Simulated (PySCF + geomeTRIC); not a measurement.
Species: CH₉NSi₂, SMILES `CN([SiH3])[SiH3]` (charge 0, multiplicity 1).

Give a relaxed geometry from PBE0-D4/def2-TZVP in PySCF + geomeTRIC.

the end point of this relaxation (outside a Z-matrix the atoms follow the SMILES, hydrogens last).
Cartesian coordinates (Å) in one orientation:
```xyz
13

C     -0.996    -1.091    -0.274
N     -0.043    -0.037     0.067
Si    -0.639     1.582     0.065
Si     1.611    -0.502     0.227
H     -1.996    -0.846     0.097
H     -1.069    -1.254    -1.356
H     -0.707    -2.040     0.189
H     -1.832     1.673     0.953
H     -1.073     2.025    -1.292
H      0.437     2.482     0.547
H      1.719    -1.618     1.208
H      2.390     0.673     0.688
H      2.188    -0.996    -1.057
```
